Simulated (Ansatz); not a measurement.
CH2OSTe (`O=C(S)[TeH]`), relaxed with RKS PBE0-D4/def2-TZVP in Ansatz from a PBE-D4/def2-SVP geometry. The force threshold is 0.005 eV/Å; the program also tests the step.

Total charge 0; spin multiplicity 1. Te: def2 effective core potential.

Start:

```xyz
6

O    -1.232   -1.122    0.453
C    -0.416   -0.431   -0.091
S    -0.097   -0.555   -1.860
Te    0.798    1.085    0.980
H     0.884    0.391   -1.901
H     0.062    0.632    2.419
```

| step | energy (eV) | largest force (eV/Å) | largest move (Å) |
| --- | --- | --- | --- |
| 1 | -21239.7933 | 1.043 | 0.000 |
| 2 | -21239.8318 | 0.335 | 0.058 |
| 3 | -21239.8380 | 0.152 | 0.024 |
| 4 | -21239.8390 | 0.114 | 0.017 |
| 5 | -21239.8396 | 0.082 | 0.006 |
| 6 | -21239.8398 | 0.045 | 0.003 |
| 7 (rejected) | -21239.8398 | 0.045 | 0.007 |
| 8 | -21239.8399 | 0.023 | 0.004 |
| 9 | -21239.8400 | 0.004 | 0.011 |
| 10 | -21239.8400 | 0.004 | 0.005 |

End:

```xyz
6

O    -1.212   -1.107    0.445
C    -0.400   -0.423   -0.086
S    -0.093   -0.548   -1.832
Te    0.793    1.039    0.968
H     0.862    0.395   -1.888
H     0.051    0.644    2.393
```

It took 18 s on 2 threads of an AMD EPYC 9R45 on a shared host, with 0.39 GiB of host memory at the peak.
